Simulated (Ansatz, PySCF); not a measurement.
Cl3H3SiSn. Atoms are numbered in the order given.

```xyz
8

Si     0.0000     0.0000     2.5827
Sn     0.0000     0.0000     0.0092
Cl     1.8785     1.0845    -0.8957
Cl    -1.8785     1.0845    -0.8957
Cl     0.0000    -2.1691    -0.8957
H      1.2317    -0.7111     3.0208
H     -1.2317    -0.7111     3.0208
H      0.0000     1.4222     3.0208
```

Coordinates come from a r2SCAN-D4/def2-SVP optimisation. The structure was generated by enumeration; whether it is a known compound was not checked. The def2 effective core potentials stand for the cores of Sn; spin–orbit coupling is left out.

Vertical ionisation energy (IE) and electron affinity (EA) in eV. Rows of orbital energies are one-electron estimates. Where ΔSCF, EOM or ADC give a negative EA the extra electron is unbound and the value depends on the basis.

```json
[
 {"level": "−ε(HOMO), −ε(LUMO), PBE0/def2-TZVP (PySCF)", "IE": "8.72", "EA": "2.47"},
 {"level": "−ε(HOMO), −ε(LUMO), PBE/def2-TZVP (PySCF)", "IE": "?", "EA": "?"},
 {"level": "ΔSCF, PBE/def2-SVPD (Ansatz), final states of multiplicity 2 and 2", "IE": "10.07", "EA": "1.22"}
]
```

Problem. Complete the blanks. (An estimate is asked for; the answer gives what the named calculation found.)

Solution. 
- −ε(HOMO), −ε(LUMO), PBE/def2-TZVP (PySCF), IE: 7.52
- −ε(HOMO), −ε(LUMO), PBE/def2-TZVP (PySCF), EA: 3.32

Problem. What vertical singlet–triplet gap does ΔSCF give with PBE/def2-SVPD (Ansatz, a program for electronic structure)? (An estimate is asked for; the answer gives what the named calculation found.)

Solution. 4.01 eV (triplet above singlet where positive).
